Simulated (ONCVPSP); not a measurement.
## Pseudopotential generation for phosphorus: ONCV, revPBE, scalar-relativistic.

ONCVPSP 4.0.1 input, shortened (lines: element, Z, core and valence counts, functional; n l f; lmax; l rc ep ncon nbas qcut; lloc lpopt rc5 dvloc0; l nproj debl; icmod fcfact rcfact), revPBE, scalar-relativistic:

```
  P 15.00    3    2  -102130      upf
    1    0    2.00
    2    0    2.00
    2    1    6.00
    3    0    2.00
    3    1    3.00
    2
    0    1.70    0.00    4    7    5.00
    1    1.30    0.00    4    9    5.10
    2    1.30    0.33    4    7    6.90
    4    4    1.05    0.00
    0    1    1.00
    1    2    3.50
    2    2    1.80
    2    0.25    1.00
```

All-electron outer shells of the reference configuration (revPBE, scalar-relativistic, ld1.x):

| shell | level (eV) | outermost node (bohr) | outermost maximum (bohr) |
| --- | --- | --- | --- |
| 2s | -174.10 | 0.14 | 0.42 |
| 2p | -124.45 | – | 0.36 |
| 3s | -13.94 | 0.65 | 1.58 |
| 3p | -5.48 | 0.64 | 1.83 |

Calculated quality:

| Quantity | Value |
| --- | --- |
| Cutoffs needed | 10 Ha and 143 Ha (the cutoffs (Ha) at which the residual kinetic energy of the hardest occupied pseudo-wave falls to 1 and 0.1 mHa per electron) The cutoffs count occupied waves only; projector 2 of the p channel, the hardest unoccupied one, needs 196 Ha at the loose tolerance. |
| Ghost test | no bound ghost flagged; GHOST(+) flagged for s at 56.7 eV |
| Largest excitation error | +263 meV (all-electron minus pseudo) for 3s1 3p0, out of 4 test configurations |
| rms error of d²Exc/dni dnj | 0.67 mHa without and 0.42 mHa with the model core |

Generation and tests took about 3 s on one core of a shared server CPU.
